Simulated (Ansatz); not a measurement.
Si(H)(Cl)(vinyl)(NH2) (C₂H₆ClNSi), SMILES C(=C)[SiH](Cl)N.

Geometry optimised at PBE0-D3(BJ)/def2-SVP. Other conformers were not sampled.

Two levels are set side by side: PBE/def2-SVPD (Ansatz, a quantum-chemistry and plane-wave program) and CAM-B3LYP/def2-SVPD (Ansatz). Energy differences of separate SCF runs at the same geometry; the states with an electron removed or added have multiplicity 2 and 2. Differences are taken from unrounded values.

| quantity | PBE |
|---|---|
| vertical ionisation energy (eV) | 9.50 |
| vertical singlet–triplet gap (eV) | 4.28 |

Task: These are the PBE values. What does CAM-B3LYP give? (The exact figures need the calculation; the answer reports its results.)

Result: 
```
quantity                           CAM-B3LYP  PBE minus CAM-B3LYP
---------------------------------  ---------  -------------------
vertical ionisation energy (eV)        10.20                -0.70
vertical singlet–triplet gap (eV)       4.21                 0.07
```
